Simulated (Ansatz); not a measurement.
Computed with Ansatz on PBE0-D4/def2-TZVP structures; ΔE is electronic, products minus reactants. CCSD(T)/CBS adds triple-zeta CCSD(T) − MP2 to the extrapolated MP2 energy (def2 sets, frozen cores). Elements past krypton have def2 core potentials. For Mg, Ta outer-core shells are correlated without core-valence functions, which leaves a few kJ/mol of doubt a bond. One conformer a species, not always the lowest.

Reaction (redistribution): `[NH2][Ta](=[S])([Cl])[Cl]` + `C[S][Mg][NH2]` → `[NH2][Ta]([NH2])(=[S])[Cl]` + `C[S][Mg][Cl]`

`[NH2][Ta](=[S])([Cl])[Cl]`:

Z-matrix (Å, degrees):
```
Ta
S 1 2.146
Cl 1 2.293 2 111.1
N 1 1.942 2 104.8 3 118.1
Cl 1 2.293 2 111.1 3 -123.8
H 4 1.009 1 126.4 2 -0.0
H 4 1.013 1 122.6 2 180.0
```

`C[S][Mg][NH2]`:

```xyz
9

C     0.196    2.100   -0.460
S    -1.260    1.035   -0.751
Mg   -0.594   -1.011    0.029
N    -0.042   -2.691    0.670
H     0.439    2.176    0.600
H     1.071    1.754   -1.010
H    -0.060    3.096   -0.822
H    -0.159   -3.041    1.609
H     0.408   -3.418    0.134
```

`[NH2][Ta]([NH2])(=[S])[Cl]`:

Cartesian coordinates in Å:
```
N -0.606 -0.220 1.562
Ta -0.467 -0.108 -0.391
N 1.352 0.376 -0.942
S -0.899 -2.063 -1.194
Cl -1.929 1.521 -1.146
H -0.344 0.520 2.199
H -0.899 -1.038 2.076
H 1.855 1.188 -0.612
H 1.938 -0.175 -1.552
```

`C[S][Mg][Cl]`:

Cartesian coordinates in Å:
```
C -0.382 0.923 -0.751
S -0.367 -0.894 -0.942
Mg 0.536 -1.623 1.014
Cl 1.404 -2.306 2.895
H 0.622 1.329 -0.633
H -0.808 1.331 -1.667
H -1.006 1.240 0.084
```

```tsv
species	CCSD/CBS(def2) energy (Eh)
`[NH2][Ta](=[S])([Cl])[Cl]`	-1430.29310
`C[S][Mg][NH2]`	-693.46512
`[NH2][Ta]([NH2])(=[S])[Cl]`	-1026.39513
`C[S][Mg][Cl]`	-1097.39254
```

(1) Work out ΔE.

Largest T1 diagnostic among the species: 0.020.

Results:

(1) ΔE = (-1026.39513) + (-1097.39254) − (-1430.29310) − (-693.46512) = -0.02945 Eh = -77.3 kJ/mol. CCSD(T)/CBS gives -72.9 kJ/mol.

From PBE to PBE0 (25 % exact exchange), in def2-TZVPP and without D4, ΔE moves by −5.7 kJ/mol. Leaving LDA and LC-ωPBE aside and taking each functional with its dispersion term where it has one, the values, not all of them listed here, spread over 10.3 kJ/mol, from BHLYP-D4 to BLYP-D4. In def2-TZVPP, CCSD(T) changes the Hartree–Fock value by +21.2 kJ/mol (the triples alone add +4.4 kJ/mol) and MP2 by +30.6 kJ/mol.
